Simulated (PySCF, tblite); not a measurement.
Complex of BeF2 and cyanide

A gas-phase complex of BeF2 and cyanide; charge -1, singlet. The structure comes from a short search (6 tight-binding starts) and was relaxed by PBE0-D3(BJ)/def2-TZVPD; another way of binding may lie lower. No frequency run checks that it is a minimum.

Parts: 1 = BeF2 ([F][Be][F]), atoms 1–3; 2 = cyanide ([C-]#N), atoms 4–5, charge -1.

```xyz
5

F    -1.068    0.229   -0.621
Be   -0.143    0.020    0.481
F     1.296    0.199    0.377
C    -1.207   -0.786    2.966
N    -0.764   -0.455    1.941
```
Atom numbers follow the order of the file, from 1.

Contacts between parts, classed by geometry: Be2···N5 1.656 Å (bond).

The parts are joined by the bond Be2–N5, so these are energies of forming such bonds; deforming the relaxed parts to their shape in the adduct costs 20.8 kcal/mol, which the interaction energies leave out.

Interaction energies are complex less parts, with the parts frozen as they stand in it; counterpoise-corrected, in kcal/mol (PySCF).

Problem. How strongly do the parts interact, level by level?

Solution. 
```
                  level  interaction  superposition error removed
wB97M-D3(BJ)/def2-TZVPD       -79.01                        -1.49
 PBE0-D3(BJ)/def2-TZVPD       -81.45                        -1.53
```

Problem. What holds them together? Decompose the wB97M-D3(BJ)/def2-TZVPD energy: frozen parts, their antisymmetrised product, then relaxation.

Solution. electrostatic -91.3, Pauli repulsion +58.1, orbital relaxation -46.0, dispersion correction -1.3 kcal/mol, which sum to the value before the counterpoise correction; the Pauli term holds the exchange-correlation of the frozen density too. Of the attraction, 66 % is electrostatic, 33 % is orbital relaxation, 1 % is dispersion correction.

The parts were also relaxed and run alone, at the levels used for the complex: shieldings by PBE0/aug-pcSseg-2.

Problem. How do these values change when the complex forms?

Solution. 
| property | alone | in the complex | change |
| --- | --- | --- | --- |
| shielding of Be2 (ppm) | 105.5 | 106.7 | +1.2 |
| shielding of N5 (ppm) | -42.2 | 12.0 | +54.2 |
